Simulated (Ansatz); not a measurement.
Wavefunction ladder for ClGeH$_{2}$S, SMILES `[S][GeH2][Cl]` radical

Z-matrix (Å, degrees):
```
Ge
S 1 2.192
Cl 1 2.155 2 112.2
H 1 1.533 2 108.4 3 117.8
H 1 1.533 2 108.5 3 -117.8
```

The species carries charge 0 and has multiplicity 2. Correlated methods include outer-core shells of Ge, which these sets cover unevenly. Scalar relativity is left out up to krypton. The structure was optimised at the PBE0-D4/def2-TZVP level. Frozen core, unrestricted reference, Ansatz.

```tsv
basis	HF (Eh)	MP2 corr.
def2-SVP	-2933.07093	-0.46032
def2-TZVPP	-2933.63384	-0.58266
def2-QZVPP	-2933.70001	-0.87972
```

(1) Estimate the CCSD correlation energy and the (T) correction in each basis where they were run (hartree).

Results:

(1) 
| basis | CCSD corr. | (T) |
| --- | --- | --- |
| def2-SVP | -0.49270 | -0.01259 |
| def2-TZVPP | -0.62466 | -0.02556 |
| def2-QZVPP | -0.89916 | -0.03291 |
